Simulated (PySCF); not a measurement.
Bond length, frequency and bond energy of TaN⁻ by level of theory

State: ²Δ (doublet), unpaired electrons δ ↑. Set-up: Ta def2-TZVPPD with ECP60, N def2-TZVPPD; scalar-relativistic core potentials (PySCF 2.14). De refers to Ta⁻ (5d4 6s2) + N in their high-spin ground configurations, without counterpoise correction. The functionals are run spin-unrestricted. A positive dipole points towards N; it is taken about the centre of mass and depends on that origin.

| Level | Re (Å) | ωe (cm⁻¹) | De (eV) | μ (D) | CPU s a point (SCF and correlation, without the integrals) |
| --- | --- | --- | --- | --- | --- |
| ROHF-CCSD(T) | 1.726 | 1006 | n/a | n/a | 120 |
| PBE | 1.716 | 1026 | n/a | -3.00 | 1.8 |
| r²SCAN | 1.707 | 1050 | n/a | -2.81 | 1.8 |
| TPSSh | 1.711 | 1041 | n/a | -3.01 | 2.7 |
| PBE0 | 1.697 | 1074 | n/a | -3.01 | 3.2 |
| M06 | 1.692 | 1064 | n/a | -3.11 | 2.7 |
| MN15 | 1.698 | 1081 | n/a | -3.35 | 2.8 |

Question: What does a quarter of exact exchange do here, going from PBE to PBE0?

Answer: PBE0 less PBE: -1.9 pm in Re, +4.7 % in ωe. Exact exchange removes part of the self-interaction that spreads semilocal densities, and in most molecules shortens and stiffens the bond and lowers De; so it does here.

Question: What does the step from GGA to meta-GGA do here, going from PBE to r²SCAN?

Answer: r²SCAN less PBE: -0.9 pm in Re, +2.3 % in ωe. 

Correlated steps freeze 1 core orbital. De is left out where the level can put another filling of the metal’s s and d shells below the measured ground configuration, by anything from nothing to about 1 eV. These are scalar-relativistic numbers at best; spin–orbit coupling would shift them, the dissociation energy most. The highest Kohn–Sham level is positive in this anion. Much of that is self-interaction error, but it also means that the finite basis helps to hold the extra electron. The CCSD T1 diagnostic is raised, a sign that a single reference may not be enough here. With d or f electrons several states lie close, and the lowest PBE0 determinant need not be the measured ground state.

The whole job (state search and all levels along the bond) took about 13 min on 2 threads of Intel Xeon Platinum 8375C @ 2.90GHz (shared host), peak memory 4.4 GiB.
